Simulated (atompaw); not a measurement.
## u(r) = r·R(r): atom against pseudo-atom (Br)

Columns: radius, all-electron u(r) and pseudo u(r) of the 3d shell (level -77.92 eV) of bromine in the configuration [Ar] 3d10 4s2 4p4; PBE, scalar-relativistic, PAW (atompaw) scheme, atompaw 4.2.0.5.

```
r (bohr)  all-electron  pseudo
   0.075        0.1321  0.0044
   0.150        0.5097  0.0336
   0.225        0.8886  0.1050
   0.300        1.1469  0.2229
   0.375        1.2728  0.3773
   0.450        1.2945  0.5458
   0.525        1.2473  0.7002
   0.600        1.1606  0.8142
   0.675        1.0547  0.8705
   0.750        0.9427  0.8657
   0.825        0.8326  0.8106
   0.900        0.7287  0.7258
   0.975        0.6334  0.6334
   1.050        0.5478  0.5478
   1.125        0.4718  0.4718
   1.200        0.4052  0.4052
   1.275        0.3471  0.3471
   1.350        0.2967  0.2967
   1.425        0.2532  0.2532
   1.500        0.2157  0.2157
   1.575        0.1835  0.1835
   1.650        0.1559  0.1559
   1.725        0.1323  0.1323
   1.800        0.1122  0.1122
   1.875        0.0950  0.0950
   1.950        0.0804  0.0804
```

Task: How many radial nodes do the two functions have?

Result: The all-electron 3d function has n − l − 1 = 0; the pseudo-wave has 0.

Task: At about which radius was the pseudo-wave matched?

Result: 1.00 bohr, where the columns begin to agree (steps of 0.07 bohr).

Task: Is the pseudo-wave norm-conserving?

Result: No, it belongs to a PAW set: the norm inside the radius is not constrained, and the difference is carried by the augmentation charge.
